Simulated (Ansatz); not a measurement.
Reaction (atomization): `C[CH](C)[GaH][CH](C)C` → 6 C• + Ga• + 15 H•

Program: Ansatz. Geometries: PBE0-D4/def2-TZVP. ΔE: electronic, gas phase. CCSD(T)/CBS adds triple-zeta CCSD(T) − MP2 to the extrapolated MP2 energy (def2 sets, frozen cores). This one scheme is used for every species, atoms too. DFT in def2-TZVPP. B3LYP here is the variant with VWN-RPA as its local correlation; programs differ in this. HSE06 is defined as in plane-wave codes. Open shells (•) are unrestricted, without spin–orbit coupling. Spin–orbit coupling would lower the free atoms: a little for C; clearly for Ga. For Ga outer-core shells are correlated without core-valence functions, so the limit isn't a true one: a few kJ/mol of doubt a bond, and 10 to 20 or more in all where bonds break to atoms. Scalar relativity is left out up to krypton. Each species was taken in one conformer, which may not be the lowest.

| level | ΔE (kJ/mol) | difference from CCSD(T)/CBS |
| --- | --- | --- |
| LDA (SPW92) | 9309.9 | 1048.5 |
| PBE-D4 | 8364.0 | 102.6 |
| revPBE-D4 | 8202.9 | -58.5 |
| BLYP-D4 | 8181.4 | -80.0 |
| r2SCAN-D4 | 8268.4 | 7.0 |
| B97M-V | 8260.9 | -0.5 |
| PBE0-D4 | 8293.0 | 31.6 |
| B3LYP-D4 | 8244.8 | -16.6 |
| r2SCANh-D4 | 8243.6 | -17.8 |
| r2SCAN0-D4 | 8209.2 | -52.2 |
| HSE06-D4 | 8297.1 | 35.7 |
| CAM-B3LYP-D4 | 8281.2 | 19.8 |
| ωB97X-V | 8262.3 | 0.9 |
| ωB97M-V | 8259.2 | -2.2 |
| B2PLYP | 8162.7 | -98.7 |
| PBE-QIDH | 8249.6 | -11.8 |
| PBE | 8314.5 | 53.1 |
| revPBE | 8053.7 | -207.7 |
| BLYP | 8074.7 | -186.7 |
| PBE0 | 8250.7 | -10.7 |
| B3LYP | 8166.1 | -95.3 |
| r2SCANh | 8229.5 | -31.9 |
| r2SCAN0 | 8193.7 | -67.7 |
| HSE06 | 8257.6 | -3.8 |
| CAM-B3LYP | 8238.2 | -23.2 |
| LC-ωPBE | 8243.1 | -18.3 |
| HF/def2-SVP | 6346.3 | -1915.1 |
| MP2/def2-SVP | 7972.0 | -289.4 |
| CCSD/def2-SVP | 7879.6 | -381.8 |
| CCSD(T)/def2-SVP | 7945.0 | -316.4 |
| HF/def2-TZVPP | 6244.8 | -2016.6 |
| MP2/def2-TZVPP | 8159.0 | -102.4 |
| SCS-MP2/def2-TZVPP | 8141.7 | -119.7 |
| CCSD/def2-TZVPP | 8007.9 | -253.5 |
| CCSD(T)/def2-TZVPP | 8100.9 | -160.5 |
| HF/def2-QZVPP | 6249.0 | -2012.4 |
| MP2/def2-QZVPP | 8252.5 | -8.9 |
| HF/CBS(def2) | 6249.9 | -2011.5 |
| MP2/CBS(def2) | 8319.5 | 58.1 |
| CCSD/CBS(def2) | 8168.4 | -93.0 |
| CCSD(T)/CBS | 8261.4 | 0 |

Largest T1 diagnostic among the species: 0.013.

Leaving LDA and LC-ωPBE aside and taking each functional with its dispersion term where it has one, the values, not all of them listed here, spread over 274.1 kJ/mol, from BHLYP-D4 to PBE-D4. LDA lies +995.4 kJ/mol from PBE without D4, its usual overbinding. The D4 term adds +78.7 kJ/mol with B3LYP and +42.3 kJ/mol with PBE0; it sums over pairs of atoms, weighted by their polarisabilities, and B3LYP, whose exchange is more repulsive, gets the larger term. From PBE to PBE0 (25 % exact exchange), in def2-TZVPP and without D4, ΔE moves by −63.7 kJ/mol: exact exchange takes away binding that semilocal exchange gives to molecules.

For atomizations the MP2-based limit and the directly extrapolated one differ by several kJ/mol either way, and by 10 to 25 for some Ge, Se and Sn compounds, so smaller differences from it don't rank the levels.
